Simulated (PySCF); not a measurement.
**[TbH4]− at several levels of theory**

Computed with PySCF 2.14.0 (density fitting, no spin-orbit coupling) at the geometry relaxed with PBE0:

```xyz
5
[TbH4]− (singlet in the valence; each metal's 4f electrons, 8 of them, lie in its core potential, out of spins and levels)
Tb    0.0000    0.0000    0.0000
H     1.2129    1.2129    1.2129
H    -1.2129   -1.2129    1.2129
H     1.2129   -1.2129   -1.2129
H    -1.2129    1.2129   -1.2129
```

```tsv
level	basis	state	HOMO (eV)	gap (eV)	charge on Tb1 (e)	population of f-type functions on Tb1 (polarisation alone where 4f lies in the core)	dipole about the centre of mass (D)	largest force component (eV/Å)
PBE0	Tb lcecp-1-SVP with ECP54, H def2-SVP	singlet	-2.14	6.08	0.26	0.02	0.00	0.00
wB97X	the same	singlet	-4.65	10.02	0.23	0.02	0.00	0.05
PBE0	Tb lcecp-1-TZVP with ECP54, H def2-TZVP	singlet	-2.19	6.11	0.54	0.02	0.00	0.00
```

In the lcecp rows the 4f levels are missing from HOMO and gap, and the state counts the valence alone.

Charges are Mulliken's, which hang on the basis. The relaxation used the grid (50, 194), these runs (75, 302) or, all-electron (x2c bases, spin-free X2C Hamiltonian), (99, 590).

**Question.** What does BP86 with Tb lcecp-1-SVP with ECP54, H def2-SVP give here?

**Answer.** state singlet, HOMO (eV) -1.06, gap (eV) 4.03, charge on Tb1 (e) 0.06, population of f-type functions on Tb1 (polarisation alone where 4f lies in the core) 0.01, dipole about the centre of mass (D) 0.00, largest force component (eV/Å) 0.02. Time: 1.6 s on 2 threads of Arm Neoverse V1 (shared host), from an already converged density.

In the first row's basis the gap widens with exact exchange: 4.0 eV for BP86 (none); 6.1 eV for PBE0 (a fixed share); 10.0 eV for wB97X (rising or full at long range).

An lcecp potential fixes the number of 4f electrons, so in runs with it no electron can move into or out of that shell.
